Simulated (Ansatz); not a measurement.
The cluster Zn₆O₇ (the lowest singlet isomer of a short search), 13 atoms. Hardware: 6 threads of Arm Neoverse V1 on a shared host.

Correlated methods freeze 61 core orbitals.

Q: How many basis functions does each of these Ansatz runs have, and roughly what does it cost? r2SCAN-D4/def2-SVP, charge 0 singlet, relaxation, 6 steps; r2SCAN-D4/def2-SVP, charge 0 singlet, energy, from earlier orbitals; PBE-D4/def2-SVP, charge 1 doublet at the geometry of the charge 0 singlet, energy, from earlier orbitals; HF/STO-3G, charge 0 singlet, energy; PBE-D4/def2-SVP, charge 0 singlet, energy and forces, from earlier orbitals; PBE-D4/def2-SVP, charge 0 triplet at the geometry of the charge 0 singlet, energy, from earlier orbitals; PBE0-D4/def2-SVP, charge 0 singlet, energy, from earlier orbitals; r2SCAN-D4/def2-SVP, charge 0 triplet at the geometry of the charge 0 singlet, energy, from earlier orbitals; MP2/def2-SVP, charge 0 singlet, energy, from earlier orbitals; PBE0-D4/def2-SVP, charge 0 triplet at the geometry of the charge 0 singlet, energy; PBE0-D4/def2-SVP, charge -1 doublet at the geometry of the charge 0 singlet, energy; PBE-D4/def2-SVP, charge -1 doublet at the geometry of the charge 0 singlet, energy, from earlier orbitals.

A: Other jobs shared the machine, so times can vary by a factor of up to 3.

```
                                                                                                        run  functions  fitting or Cholesky vectors  wall time  peak host memory (GiB)
                                PBE-D4/def2-SVP, charge 0 singlet, energy and forces, from earlier orbitals        284                         3149      8.5 s                    0.79
  PBE-D4/def2-SVP, charge -1 doublet at the geometry of the charge 0 singlet, energy, from earlier orbitals        284                         3149       15 s                    0.91
                                        r2SCAN-D4/def2-SVP, charge 0 singlet, energy, from earlier orbitals        284                         3149       18 s                    0.88
   PBE-D4/def2-SVP, charge 1 doublet at the geometry of the charge 0 singlet, energy, from earlier orbitals        284                         3149       18 s                    0.92
                                          PBE0-D4/def2-SVP, charge 0 singlet, energy, from earlier orbitals        284                         2675       20 s                     1.6
   PBE-D4/def2-SVP, charge 0 triplet at the geometry of the charge 0 singlet, energy, from earlier orbitals        284                         3149       21 s                    0.94
                                              MP2/def2-SVP, charge 0 singlet, energy, from earlier orbitals        284                         2675       22 s                     1.6
                        PBE0-D4/def2-SVP, charge -1 doublet at the geometry of the charge 0 singlet, energy        284                         2676       36 s                     2.7
                                                                        HF/STO-3G, charge 0 singlet, energy        143                         1530       39 s                     1.3
r2SCAN-D4/def2-SVP, charge 0 triplet at the geometry of the charge 0 singlet, energy, from earlier orbitals        284                         3149       50 s                     1.1
                         PBE0-D4/def2-SVP, charge 0 triplet at the geometry of the charge 0 singlet, energy        284                         2675       51 s                     2.7
                                                  r2SCAN-D4/def2-SVP, charge 0 singlet, relaxation, 6 steps        284                         3149       70 s                    0.83
```
